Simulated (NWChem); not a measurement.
System meant: MoHS3Cl; SMILES [S]=[Mo](=[S])([SH])[Cl]

NWChem input:

```
start job
memory heap 200 mb stack 900 mb global 1100 mb
geometry units angstroms noautoz
  Mo     0.054666    -0.001583     0.002975
  S      1.523719    -0.116294    -1.486088
  S      0.932896    -0.244051     1.884362
  Cl    -1.037358     1.968495    -0.130188
  S     -1.346837    -1.813329    -0.197481
  H     -1.393307    -1.789378    -1.552576
end
basis spherical
  * library def2-svp
end
dft
  xc xpbe96 cpbe96
  iterations 150
  mulliken
end
task dft energy
```

End of the output:

```
             Northwest Computational Chemistry Package (NWChem) 7.3.0
             --------------------------------------------------------

 C1  symmetry detected

                             Geometry "geometry" -> ""
                             -------------------------

 Output coordinates in angstroms (scale by  1.889725989 to convert to a.u.)

  No.       Tag          Charge          X              Y              Z
 ---- ---------------- ---------- -------------- -------------- --------------
    1 Mo                  42.0000     0.04621900     0.02364461     0.01287383
    2 S                   16.0000     1.63563586    -0.10810678    -1.34542643
    3 S                   16.0000     0.72552246    -0.40887806     1.94190640
    4 Cl                  17.0000    -0.88421764     2.07748491    -0.07363530
    5 S                   16.0000    -1.45705512    -1.65614115    -0.44023050
    6 H                    1.0000    -1.37514952    -1.54030126    -1.78889212

 Effective nuclear repulsion energy (a.u.)     917.8716273479

  pbe96 is a nonlocal functional; adding pw91lda local functional.

                                 NWChem DFT Module
                                 -----------------

 Summary of "ao basis" -> "ao basis" (spherical)
 ------------------------------------------------------------------------------
       Tag                 Description            Shells   Functions and Types
 ---------------- ------------------------------  ------  ---------------------
 Mo                         def2-svp                11       31   5s3p2d1f
 S                          def2-svp                 8       18   4s3p1d
 Cl                         def2-svp                 8       18   4s3p1d
 H                          def2-svp                 3        5   2s1p

            General Information
            -------------------
          SCF calculation type: DFT
          Wavefunction type:  closed shell.
          No. of atoms     :     6
          No. of electrons :   108
           Alpha electrons :    54
            Beta electrons :    54
          Charge           :     0
          Spin multiplicity:     1
          Use of symmetry is: off; symmetry adaption is: off
          Maximum number of iterations: 150
          AO basis - number of functions:   108
                     number of shells:    46
          Convergence on energy requested:  1.00D-06
          Convergence on density requested:  1.00D-05
          Convergence on gradient requested:  5.00D-04

              XC Information
              --------------
          PerdewBurkeErnzerhof Exchange Functional  1.000
            Perdew 1991 LDA Correlation Functional  1.000 local
           PerdewBurkeErnz. Correlation Functional  1.000 non-local

             Grid Information
             ----------------
          Grid used for XC integration:  medium
          Radial quadrature: Mura-Knowles
          Angular quadrature: Lebedev.
          Tag              B.-S. Rad. Rad. Pts. Rad. Cut. Ang. Pts.
          ---              ---------- --------- --------- ---------
          Mo                  1.45      123           9.0       590
          S                   1.00       88          11.0       590
          Cl                  1.00       88          11.0       590
          H                   0.35       45          11.0       434
          Grid pruning is: on
          Number of quadrature shells:   520
          Spatial weights used:  Erf1

      Superposition of Atomic Density Guess
      -------------------------------------

 Sum of atomic energies:       -2436.19159077

      Non-variational initial energy
      ------------------------------

 Total energy =   -2445.518985
 1-e energy   =   -5155.915793
 2-e energy   =    1792.525180
 HOMO         =      -1.103908
 LUMO         =      -1.031346

     ---------------------------------------------
      Total Density - Mulliken Population Analysis
     ---------------------------------------------

    Atom       Charge   Shell Charges
 -----------   ------   -------------------------------------------------------
    1 Mo  42    52.26   2.00  2.01  2.04  2.51 -0.35  6.06  9.07 -0.14 10.25  4.65 14.17
    2 S   16    14.39   2.00  1.99  1.22  1.03  5.94  1.71  0.03  0.46
    3 S   16    14.08   2.00  1.99  1.21  1.04  5.93  1.60 -0.12  0.42
    4 Cl  17    14.38   2.00  1.99  1.00  1.08  5.92  1.36  0.82  0.20
    5 S   16    12.76   2.00  1.99  0.97  0.90  5.92  0.91 -0.07  0.15
    6 H    1     0.13   0.23 -0.10  0.00

[...]
```

**Question.** What is wrong, and how is it mended?

**Answer.** The run ends normally but its numbers are meaningless: the def2 basis of a heavy element holds valence functions alone and wants its effective core potential (without it all electrons must fit into that basis). This input runs:
```
start job
memory heap 200 mb stack 900 mb global 1100 mb
geometry units angstroms noautoz
  Mo     0.054666    -0.001583     0.002975
  S      1.523719    -0.116294    -1.486088
  S      0.932896    -0.244051     1.884362
  Cl    -1.037358     1.968495    -0.130188
  S     -1.346837    -1.813329    -0.197481
  H     -1.393307    -1.789378    -1.552576
end
basis spherical
  Mo library def2-svp
  S library def2-svp
  Cl library def2-svp
  H library def2-svp
end
ecp
  Mo library def2-ecp
end
dft
  xc xpbe96 cpbe96
  iterations 150
  mulliken
end
task dft energy
```
It converges to -1722.59083 Ha (PBE/def2-SVP with def2 effective core potentials on Mo). The faulty run gave -2487.729 Ha, with all electrons squeezed into the valence basis.
